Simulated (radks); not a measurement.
The numbers below are computed, except where a source is named.
Q: Excited configurations of Sc: one electron is placed in a higher orbital outside [Ar] 3d1 4s1. The ground configuration is [Ar] 3d1 4s2. Level of theory: non-relativistic Kohn-Sham, SCAN, spin-unpolarised, spherical densities, point nucleus; meta-GGA in the generalised Kohn-Sham scheme (a radial shooting solver on a logarithmic mesh with Libxc functionals). Excitation = E - E(ground); binding = E(ion) - E, where the ion is the core of charge +1; n* = 1/sqrt(2 binding) in atomic units, and the quantum defect is n - n*.

outer orbital  excitation (eV)  binding (eV)     n*  quantum defect  eigenvalue (eV)  <r> (bohr)
4p                       2.861         4.096  1.823           2.177           -2.033       4.843
4d                       5.445         1.511  3.000           1.000           -0.655       10.50
5s                       4.730         2.227  2.472           2.528           -1.320       9.655
5p                       5.299         1.657  2.865           2.135           -0.942       12.08
5f                       6.346         0.610  4.721           0.279           -0.326       30.94
7p                       6.354         0.602  4.753           2.247           -0.394       35.31
7d                       6.526         0.431  5.618           1.382           -0.266       48.94

Estimate the row for 5d.

A: excitation (eV) 6.022; binding (eV) 0.935; n* 3.815; quantum defect 1.185; eigenvalue (eV) -0.494; <r> (bohr) 20.59. The Delta-SCF ionisation energy is 6.957 eV (NIST Atomic Spectra Database: 6.561 eV, measured). Self-interaction in the functional shifts the binding energies and quantum defects, so they are the method's values and not measured ones. Spin polarisation and multiplet splitting are left out, so open shells lie too high by an amount that depends on their filling.

Beside tabulated values, note that spin-unpolarised runs miss the spin-polarisation part of the exchange energy of open shells.
